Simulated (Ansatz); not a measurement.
Clusters of 6 atoms, alloy: gap (eV) at several levels, gas phase, relaxed structures; Ansatz. Clusters are the lowest isomers that short searches found in that spin, judged at the geometry's level. Core potentials for Ag, Au, Bi, Mo in the def2 sets, no spin–orbit coupling. HOMO and LUMO are taken over both spins. The structures are stationary points that may keep the symmetry of their start. Remarks come from the PBE and PBE0 runs and from stability tests at other levels; not every state was tested.

```
species    state           geometry  PBE-D4/def2-SVP  PBE-D4/def2-TZVP  r2SCAN-D4/def2-TZVP  PBE0-D4/def2-SVP  PBE0-D4/def2-TZVP                        remarks
Si2Mo4⁺  doublet    PBE-D4/def2-SVP             0.46              0.46                 0.83              2.19               2.19                              –
 Li3Al3  singlet    PBE-D4/def2-SVP             0.65              0.64                 0.76              1.80               1.79  restricted SCF unstable in HF
 Cu4Se2  singlet  B3LYP-D4/def2-SVP             0.29              0.34                 0.49              2.02               2.02           restricted, untested
Ag2Au4⁺  doublet    PBE-D4/def2-SVP             0.26              0.26                 0.48              1.51               1.53                              –
```

Question: Estimate the rows for K4Bi2⁺ (doublet, r2SCAN-D4/def2-SVP geometry).

Answer: 
```
species    state            geometry  PBE-D4/def2-SVP  PBE-D4/def2-TZVP  r2SCAN-D4/def2-TZVP  PBE0-D4/def2-SVP  PBE0-D4/def2-TZVP
 K4Bi2⁺  doublet  r2SCAN-D4/def2-SVP             0.22              0.24                 0.54              1.47               1.50
```
